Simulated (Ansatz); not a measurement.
Consider the redistribution: `N[SiH2]O[SiH2]N` + `C[SiH](F)[SiH3]` → `C[SiH](F)[SiH2]N` + `N[SiH2]O[SiH3]`.

Isolated molecules relaxed with PBE0-D4/def2-TZVP in Ansatz; ΔE leaves out vibrations. CCSD(T)/CBS adds triple-zeta CCSD(T) − MP2 to the extrapolated MP2 energy (def2 sets, frozen cores). One conformer a species, not always the lowest.

| level | ΔE (kJ/mol) |
| --- | --- |
| CCSD(T)/def2-TZVPP | 31.9 |
| HF/CBS(def2) | 29.5 |

What does CCSD(T)/CBS give? (Estimate.)

Computed: +31.4 kJ/mol. The listed levels differ from it by 0.5, -1.9 kJ/mol.

Largest T1 diagnostic among the species: 0.012.

Leaving LDA and LC-ωPBE aside and taking each functional with its dispersion term where it has one, the values, not all of them listed here, spread over 4.4 kJ/mol, from BLYP-D4 to B97M-V. LDA lies +3.7 kJ/mol from PBE without D4.

CCSD(T)/CBS has its own doubt, a few kJ/mol and more with outer-core shells, so smaller differences from it don't rank the levels.
